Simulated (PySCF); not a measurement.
## UHF on As²⁺ (arsenic, charge +2)

Configuration: [Ar] 3d10 4s2 4p1, 2P determinant. Computed with PySCF 2.14 in cc-pVTZ-DK, with the spin-free X2C one-electron Hamiltonian (Gaussian nucleus).

```json
{"Total energy": "-2258.007762 hartree", "One-electron energy": "-3120.7342 hartree", "Hartree (Coulomb) energy": "944.9231 hartree", "Exchange energy": "-82.1966 hartree", "⟨S²⟩": "0.7586", "⟨L²⟩": "2.026", "Sum of ⟨r⟩": "18.98 bohr", "Sum of ⟨r²⟩": "22.49 bohr²", "Traceless quadrupole moment −½Σ⟨3z² − r²⟩ along its main axis": "-2.20 e·bohr²", "Langevin diamagnetic susceptibility": "-17.8 ×10⁻⁶ cm³/mol", "Time after the integrals": "0.12 s of wall time on 1 thread of Neoverse-V2 (shared host)"}
```

```
shell  electrons  mean orbital energy (hartree)  spread (hartree)  rms radius, mean of both spins (bohr)
 1s α          1                     -439.73783                 0                                 0.0524
 1s β          1                     -439.73423                 0                                 0.0524
 2s α          1                      -58.57640                 0                                  0.219
 2s β          1                      -58.57497                 0                                  0.219
 2p α          3                      -51.28984           0.00239                                  0.196
 2p β          3                      -51.28608           0.00713                                  0.196
 3s α          1                       -9.07564                 0                                  0.639
 3s β          1                       -9.06887                 0                                  0.639
 3p α          3                       -6.73256           0.00204                                  0.667
 3p β          3                       -6.72320           0.02406                                  0.667
 3d α          5                       -2.86574           0.01423                                  0.746
 3d β          5                       -2.86097           0.02407                                  0.746
 4s α          1                       -1.43193                 0                                   1.97
 4s β          1                       -1.33074                 0                                   1.97
 4p α          1                       -1.02211                 0                                   2.31
```

Densities and radii are taken from the X2C orbitals without a picture-change correction, which distorts them close to the nucleus.
